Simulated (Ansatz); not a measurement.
```yaml
crystal:
  periodic: [false, false, false]
  atoms:
    - {symbol: C, position_ang: [-0.336877, -0.478981, -1.607223]}
    - {symbol: C, position_ang: [-0.277764, -1.097751, -0.436718]}
    - {symbol: C, position_ang: [0.049353, -0.486032, 0.886435]}
    - {symbol: Ga, position_ang: [0.428539, 1.425209, 0.908702]}
    - {symbol: F, position_ang: [0.440459, 2.541402, -0.437218]}
    - {symbol: F, position_ang: [0.820189, 2.266818, 2.390300]}
    - {symbol: H, position_ang: [-0.585242, -1.024336, -2.510068]}
    - {symbol: H, position_ang: [-0.142525, 0.584625, -1.714316]}
    - {symbol: H, position_ang: [-0.485001, -2.166814, -0.404166]}
    - {symbol: H, position_ang: [0.918722, -0.976049, 1.340852]}
    - {symbol: H, position_ang: [-0.764354, -0.645089, 1.604018]}
basis:
  gaussian: {orbitals: def2-TZVPD}
hamiltonian: {xc: {name: HF}, pseudopotentials: {relativity: scalar}}
correlation: {method: rpa, electrons: all}
```

```sh
$ ansatz run in.yaml --threads 4 --pin off --events-out ev --progress --plain --max-ram 11315MiB
```

Output, abridged:

```
Functional definition: HF
  name "HF"
  cite "Fock, Z. Phys. 61, 126 (1930) doi:10.1007/BF01340294"
  parent pbe
  exchange = exact_x
  correlation = 0
1927 factors; integrals over basis functions are off by at most 1.0e-3 eV
mean field evaluation 1: about -61332.8546 eV, gradient 5.0e1 eV
mean field evaluation 2: about -61332.9481 eV, gradient 5.0e1 eV
mean field evaluation 4: about -61337.9362 eV, gradient 4.6e0 eV
mean field evaluation 8: about -61338.0141 eV, gradient 6.0e-1 eV
mean field -61338.01479577 eV, -2254.1304673450 hartree, gradient 2.2e-6 eV, S^2 0.000000; 0 other end points of the search recorded, 0 dependent functions left out
reference -61338.01479577 eV, -2254.1304673450 hartree; 36, 36 occupied and 254, 254 virtual orbitals, 1927 factors
Total energy: -61383.95830848 eV, -2255.8188602954 hartree
Relativity: scalar
```

It took 13 s on 4 threads of an Arm Neoverse V2 on a shared host, with 1.1 GiB of host memory at the peak.
